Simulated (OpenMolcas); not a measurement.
## 4f⁴ along the 58-electron sequence

* Program: OpenMolcas 26.06
* Method: RASSCF
* Basis: ANO-RCC-VTZP
* Scalar Hamiltonian: DKH2, point nucleus
* Spin-orbit coupling: RASSI with atomic mean-field integrals over the reference wave functions, term energies averaged over their components

Active space for each ion: 4 electrons in 12 orbitals (RAS2 4f; RAS3 5d, at most 1 electron).

Computed levels in cm-1 above ⁵I₄:

| Level | Nd2+ | Pm3+ | Sm4+ |
| --- | --- | --- | --- |
| ⁵I₅ | 1203 | 1578 | 2009 |
| ⁵I₆ | 2554 | 3330 | 4218 |
| ⁵I₇ | 4004 | 5205 | 6552 |
| ⁵I₈ | 5509 | 7161 | 8962 |
| ⁵F₁ | 14874 | 16672 | 18638 |
| ⁵F₂ | 15298 | 17193 | 19259 |
| ⁵F₃ | 15897 | 18103 | 20422 |
| ⁵S₂ | 16571 | 18885 | 21398 |
| ⁵F₄ | 16629 | 19153 | 21686 |
| weight of ⁵I in the lowest level (%) | 98 | 98 | 97 |

Measured, with the error of the calculation in %. Measured levels: Nd2+ from Ding et al., The Spectrum and Energy Levels of the Low-lying Configurations of Nd III (preprint, 2023).

```csv
Level,Nd2+
⁵I₅,1138 (+5.7)
⁵I₆,2388 (+7.0)
⁵I₇,3715 (+7.8)
⁵I₈,5093 (+8.2)
⁵F₂,10774 (+42.0)
⁵F₃,11425 (+39.1)
⁵F₄,12181 (+36.5)
```

The fine-structure level ⁵I₈ changes by a factor of 1.63 from Nd2+ to Sm4+. Its fourth root runs 8.62, 9.20, 9.73, with steps per unit of Z of 0.58, 0.53; equal steps would mean a (Z - σ)^4 law with constant σ.

⁵F₁ changes by a factor of 1.25 over the same range, with steps per unit of Z of +1800, +1970 cm-1.

High states are left out of the spin-orbit mixing, which shifts the levels that they would mix with. Without dynamic correlation excited terms often stand tens of per cent too high (terms of higher spin than the ground term too low), and those without a measured partner can miss by more than the paired ones. Computed and measured levels are paired by configuration, term and J; levels that our copy of the source lacks, or whose pairing is in doubt (as where it misses far off the trend of its configuration), stay unpaired and out of the deviations. Only configurations of the active space appear.
